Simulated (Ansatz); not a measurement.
Computed with Ansatz on PBE0-D4/def2-TZVP structures; ΔE is electronic, products minus reactants. CBS: MP2 limit from def2 TZ/QZ plus the TZ coupled-cluster correction, frozen cores. This one scheme is used for every species. Functionals use def2-TZVPP. B3LYP here is the variant with VWN-RPA as its local correlation; programs differ in this. HSE06 is defined as in plane-wave codes. Triplets are unrestricted, without spin–orbit coupling. For Se outer-core shells are correlated without core-valence functions, which leaves a few kJ/mol of doubt a bond. Scalar relativity is left out up to krypton. One conformer a species, not always the lowest.

Consider the formal loss of a carbene: `C[SiH2][Se][Se]C` → `C[Se][Se][SiH3]` + `[CH2]` (triplet).

`C[SiH2][Se][Se]C`:

Cartesian coordinates in Å:
```
C -2.243 0.594 0.517
Si -1.236 -0.400 -0.694
Se 0.135 -1.903 0.355
Se 1.441 -0.273 1.399
C 2.753 0.029 -0.007
H -2.861 1.324 -0.013
H -2.896 -0.058 1.101
H -1.583 1.130 1.201
H -0.396 0.490 -1.540
H -2.106 -1.225 -1.576
H 3.301 -0.889 -0.205
H 2.258 0.387 -0.907
H 3.432 0.794 0.372
```

`C[Se][Se][SiH3]`:

```xyz
10

C     1.866    0.191    0.779
Se    1.378    0.058   -1.100
Se   -0.276   -1.584   -0.947
Si   -1.943   -0.071   -0.581
H     1.005    0.503    1.367
H     2.253   -0.763    1.132
H     2.646    0.952    0.834
H    -3.194   -0.844   -0.354
H    -1.633    0.738    0.624
H    -2.102    0.821   -1.754
```

`[CH2]` (triplet):

```xyz
3

C     0.018    0.227    0.156
H    -0.853    0.230   -0.482
H     0.835   -0.457    0.326
```

```tsv
level	ΔE (eV)
BHLYP-D4	4.82
PBE	5.00
revPBE	4.73
B3LYP	4.81
r2SCANh	4.76
HSE06	4.93
LC-ωPBE	4.90
HF/def2-QZVPP	3.42
```

(1) What does CCSD(T)/CBS give? (Best estimate.)

Largest T1 diagnostic among the species: 0.011.

Answers

(1) The calculation gave: +5.02 eV. The listed levels differ from it by -0.20, -0.02, -0.29, -0.21, -0.26, -0.09, -0.12, -1.60 eV.

From PBE to PBE0 (25 % exact exchange), in def2-TZVPP and without D4, ΔE moves by −0.07 eV. The D4 term adds +0.13 eV with B3LYP and +0.07 eV with PBE0; it sums over pairs of atoms, weighted by their polarisabilities, and B3LYP, whose exchange is more repulsive, gets the larger term. Leaving LDA and LC-ωPBE aside and taking each functional with its dispersion term where it has one, the values, not all of them listed here, spread over 0.35 eV, from r2SCAN0-D4 to ωB97X-V. LDA lies +0.76 eV from PBE without D4.
